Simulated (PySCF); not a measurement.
C4H4ClF. Atoms are numbered in the order given.

```xyz
10

F     -2.3228    -0.2488     1.1555
C     -1.5623    -0.0996     0.0117
C     -0.5243     0.9973     0.0418
C      0.4632     0.1090    -0.1703
Cl     2.1499     0.2635    -0.4634
C     -0.3988    -1.1295    -0.1376
H     -2.2533    -0.0711    -0.8481
H     -0.5789     2.0813     0.1358
H     -0.2783    -1.7545     0.7595
H     -0.3991    -1.7580    -1.0424
```

Coordinates come from a TPSSh-D3(BJ)/def2-SVP optimisation. The structure was generated by enumeration; whether it is a known compound was not checked.

Level of theory: PBE/def2-TZVP run with PySCF.

ESP charges are fitted to the potential on shells at 1.4 to 2.0 van der Waals radii. Atomic charges (e):

| atom | IAO | ESP fit |
|---|---|---|
| F1 | -0.31 | -0.24 |
| C2 | 0.18 | 0.35 |
| C3 | -0.20 | -0.30 |
| C4 | -0.01 | 0.13 |
| Cl5 | 0.01 | -0.06 |
| C6 | -0.29 | -0.43 |
| H7 | 0.14 | 0.04 |
| H8 | 0.16 | 0.18 |
| H9 | 0.16 | 0.19 |
| H10 | 0.15 | 0.15 |

Computed Mayer and Wiberg (Löwdin basis) orders of the bonds:
| bond | Mayer | Wiberg |
|---|---|---|
| F1–C2 | 1.08 | 1.66 |
| C2–C3 | 1.01 | 1.16 |
| C3–C4 | 1.67 | 1.88 |
| C4–Cl5 | 1.14 | 1.79 |
| C2–C6 | 1.03 | 1.09 |
| C4–C6 | 1.04 | 1.18 |
| C2–H7 | 0.95 | 0.84 |
| C3–H8 | 0.96 | 0.87 |
| C6–H9 | 0.90 | 0.85 |
| C6–H10 | 0.91 | 0.86 |
